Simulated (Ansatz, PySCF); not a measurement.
Energy difference 2 R1 + 3 R2 → 4 P1 + P2, each structure at its B3LYP-D3(BJ)/def2-TZVP stationary point, reached from a drawn start (curvature not checked).
P1: H2 (SMILES [H][H]), charge 0, multiplicity 1.
R1, H2O (SMILES O) (charge 0, multiplicity 1, Z-matrix in Å and degrees):
```
O
H 1 0.9627
H 1 0.9627 2 105.24
```
R2: SiH4 (SMILES [SiH4]), charge 0, multiplicity 1.
P2: H8O2Si3 (SMILES [SiH3]O[SiH2]O[SiH3]), charge 0, multiplicity 1.

P less R. No zero-point or thermal terms. One arrangement of each flexible species, with no search for the lowest.

Cores are frozen in the correlated methods.

Run with Ansatz (an electronic-structure program); PySCF for the D3/D4 terms. No computed number here is a measurement.

**Question.** Estimate the reaction energy that revPBE-D4/def2-TZVPP returns for this input.

**Answer.** -70.5 kcal/mol

**Question.** What reaction energy does revPBE/def2-TZVPP give?

**Answer.** -61.0 kcal/mol

**Question.** Predict the reaction energy from B2PLYP-D4/def2-TZVPP.

**Answer.** -78.4 kcal/mol
